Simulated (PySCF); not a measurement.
## Computed vibrations of [Tm(CH3)2]+

[Tm(CH3)2]+ (singlet in the valence; each metal's 4f electrons, 12 of them, lie in its core potential, out of spins and levels). PySCF 2.14.0, RKS PBE0, Tm lcecp-1-SVP with ECP58, C def2-SVP, H def2-SVP; non-relativistic Hamiltonian with scalar-relativistic core potentials where named; density fitting; no spin-orbit coupling. Central differences of gradients.

```xyz
9

Tm    0.0000    0.0000   -0.2256
C     1.7090    0.0000    1.2111
H     2.7087    0.0000    0.7381
H     1.6530    0.8842    1.8750
H     1.6530   -0.8842    1.8750
C    -1.7090    0.0000    1.2111
H    -2.7087    0.0000    0.7381
H    -1.6530   -0.8842    1.8750
H    -1.6530    0.8842    1.8750
```

Run from Python with OMP_NUM_THREADS=2. Where DIIS fails, smearing, a level shift and second-order steps follow.
It took 49 s on 2 threads of Arm Neoverse V2, on a shared host.

What are the harmonic wavenumbers and infrared intensities?

Modes are labelled in C2v; negative numbers are unstable modes, those under 60 cm⁻¹ near the noise; a finer grid moves soft modes by up to 10 cm⁻¹.
| cm⁻¹ | km/mol | symmetry |
| --- | --- | --- |
| -59 | – | a2 |
| 47 | 1.2 | b2 |
| 130 | 0.0 | a1 |
| 381 | 0.0 | a2 |
| 401 | 8.3 | b1 |
| 414 | 68.9 | b2 |
| 476 | 0.1 | a1 |
| 481 | 90.5 | b1 |
| 509 | 24.4 | a1 |
| 1159 | 2.5 | b1 |
| 1163 | 3.8 | a1 |
| 1368 | 0.0 | a2 |
| 1374 | 4.5 | b1 |
| 1378 | 24.6 | b2 |
| 1385 | 18.0 | a1 |
| 3008 | 10.9 | b1 |
| 3010 | 5.1 | a1 |
| 3109 | 0.0 | a2 |
| 3110 | 0.6 | b2 |
| 3121 | 0.0 | a1 |
| 3122 | 0.4 | b1 |

Is this a minimum?

Probably not: 1 unstable, though so soft as to be near the noise; the lowest moves the atoms so:
```
Tm   0.00  0.00  0.00
C    0.00 -0.03  0.00
H    0.00  0.36  0.00
H   -0.23 -0.24  0.26
H    0.23 -0.24 -0.26
C    0.00  0.03  0.00
H    0.00 -0.36  0.00
H    0.23  0.24  0.26
H   -0.23  0.24 -0.26
```

An lcecp potential fixes the number of 4f electrons, so in runs with it no electron can move into or out of that shell.
